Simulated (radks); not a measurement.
Results of a calculation; reference values are marked as such.
Problem. All-electron atom: Nd3+ in [Xe] 4f2 5f1 (not the ground configuration). Code: a radial shooting solver on a logarithmic mesh with Libxc functionals. Model: Dirac Kohn-Sham, LDA (Slater exchange, Perdew-Wang correlation), spin-unpolarised, spherical densities, point nucleus; open shells fill j = l - 1/2 first.

Spin-orbit splittings of the eigenvalues, e(l+1/2) - e(l-1/2), with zeta = 2 splitting/(2l+1) and mean radii in bohr:

shell  occ.  splitting (eV)  zeta (eV)  <r> j=l-1/2  <r> j=l+1/2
2p        6           519.3      346.2      0.08426      0.09067
3p        6           103.6      69.05       0.2559       0.2684
3d       10               ?          ?       0.2396       0.2435
4p        6           22.92      15.28       0.6206       0.6484
4d       10           4.103      1.641       0.6927       0.7024
4f        2          0.5158     0.1474       0.8988       0.9060
5p        6           3.800      2.534        1.537        1.607
5f        1         0.02394   0.006839        4.112        4.124

Estimate the 3d splitting.

Solution. 22.40 eV (zeta = 8.960 eV).
